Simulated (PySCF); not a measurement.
# Electron correlation in I (iodine, neutral)

[Kr] 4d10 5s1 5p6, 2S determinant (an excited configuration). Calculation: PySCF 2.14, in aug-cc-pVTZ-PP with one added diffuse shell each of d, f type with ECP28MDF (6s5p5d3f, 67 functions); a scalar-relativistic core potential. Frozen: 4s2 4p6 4d10; 7 electrons correlated.

```tsv
level	correlation energy (mhartree)
CCSD	-254.26
(T)	-53.35
CCSD(T)	-307.61
```

Diagnostics: T1 = 0.028, D1 = 0.0483, largest double amplitude 0.261.

Task: Is a single reference adequate?

Result: Not fully. A double-excitation amplitude exceeds 0.15, a sign of near-degeneracy.
